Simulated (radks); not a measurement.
Excited configurations of Ir IV: one electron is placed in a higher orbital outside [Xe] 4f14 5d5. The ground configuration is [Xe] 4f14 5d6. Calculated with a radial shooting solver on a logarithmic mesh with Libxc functionals: scalar-relativistic Kohn-Sham, LDA (Slater exchange, Perdew-Wang correlation), spin-unpolarised, spherical densities, point nucleus. Excitation = E - E(ground); binding = E(ion) - E, where the ion is the core of charge +4; n* = 4/sqrt(2 binding) in atomic units, and the quantum defect is n - n*.

outer orbital,excitation (eV),binding (eV),quantum defect,eigenvalue (eV)
5f,28.615,15.270,1.224,-12.486
6s,5.967,37.918,3.604,-33.335
6p,15.316,28.569,3.240,-24.857
6d,25.758,18.127,2.535,-15.677
6f,33.894,9.992,1.332,-8.624
7s,25.566,18.320,3.553,-16.308
7p,28.775,15.110,3.204,-13.409
7d,32.938,10.948,2.541,-9.656
7f,36.975,6.910,1.387,-6.091

The Delta-SCF ionisation energy is 43.885 eV (NIST Atomic Spectra Database: 40 eV, theoretical). Self-interaction in the functional shifts the binding energies and quantum defects, so they are the method's values and not measured ones. Spin polarisation and multiplet splitting are left out, so open shells lie too high by an amount that depends on their filling. Spin-orbit splitting is averaged out at the scalar-relativistic level.

Beside tabulated values, note that spin-unpolarised runs miss the spin-polarisation part of the exchange energy of open shells.
